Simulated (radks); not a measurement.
Q: Radial electron density D(r) = 4 pi r^2 rho(r) of an atom or ion with 1 electrons. Method: Dirac Kohn-Sham, revPBE, spin-unpolarised, spherical densities, finite nucleus; Fermi nuclear charge, rms radius of each element as measured or else 0.836 A^(1/3) + 0.57 fm; computed with a radial shooting solver on a logarithmic mesh with Libxc functionals.

```
   r/bohr * D(r) (the largest magnitude, 0.5, reaches the edge; | marks zero)
  0.06335 |*
  0.07375 | *
  0.08654 |  *
   0.1007 |  *
   0.1173 |   *
   0.1365 |     *
   0.1602 |       *
   0.1865 |         *
   0.2172 |           *
   0.2548 |               *
   0.2967 |                   *
   0.3454 |                       *
   0.4053 |                             *
   0.4718 |                                  *
   0.5493 |                                        *
   0.6395 |                                             *
   0.7504 |                                                  *
   0.8736 |                                                     *
    1.017 |                                                      *
    1.193 |                                                     *
    1.389 |                                                 *
    1.617 |                                           *
    1.898 |                                   *
     2.21 |                          *
    2.572 |                  *
    2.995 |           *
    3.514 |      *
    4.091 |  *
    4.763 | *
    5.589 |*
    6.507 *
```

What is the nuclear charge?

A: Z = 1. The innermost maximum, from 1s, lies near gamma/Z bohr with gamma = sqrt(1 - (Z/c)^2) = 1.000, here 1 bohr (found: 1.02), and its height grows with Z. The density is that of neutral hydrogen in 1s1; the configuration itself is not fixed sharply by these data. D(r) has 1 maximum, at r = 1.02 bohr.
